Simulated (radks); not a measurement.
Results of a calculation; reference values are marked as such.
Neutral vanadium inside a hard spherical wall (all orbitals vanish at R), configuration held at [Ar] 3d3 4s2 and not refilled when levels cross. Level of theory: scalar-relativistic Kohn-Sham, r2SCAN, spin-polarised, spherical densities, finite nucleus; open shells are filled with parallel spins first; meta-GGA in the generalised Kohn-Sham scheme; Fermi nuclear charge, rms radius 3.6002 fm (a radial shooting solver on a logarithmic mesh with Libxc functionals). Eigenvalues in eV for spin up, with the zero of energy where the potential of the charges vanishes at infinity; a dash marks a level that is unbound or too diffuse for the functional's potential to be trusted. A positive occupied level is held by the wall or, in an anion where self-interaction has pushed it up, behind a barrier. The pressure on the wall is -dE/dV.

R (bohr)  E (hartree)  kinetic (hartree)    e(3s)    e(3p)   e(3d)   e(4s)  e(4p, empty)  e(5s, empty)  pressure (GPa)
free       -949.26415            958.086  -74.094  -46.779  -6.246  -5.186        -1.368             -               0
15         -949.26414            958.086  -74.093  -46.779  -6.245  -5.186        -1.366         1.102        < 0.0001
10         -949.26345            958.093  -74.035  -46.721  -6.189  -5.141        -1.272         3.100          0.0180
8          -949.25793            958.133  -73.761  -46.447  -5.929  -4.919        -0.886         5.741           0.246
7          -949.24591            958.203  -73.356  -46.044  -5.550  -4.564        -0.305         8.579           0.932
6          -949.21085            958.373  -72.525  -45.219  -4.780  -3.744         0.966        13.892            3.73
5          -949.10566            958.800  -70.837  -43.556  -3.225  -1.744         3.862        24.561            16.6
3.5        -948.32692            961.401  -64.187  -37.095   3.264  10.044        19.095        71.787             234
3          -947.40229            964.329  -59.215  -32.235   8.646  22.382        33.754        111.99             708
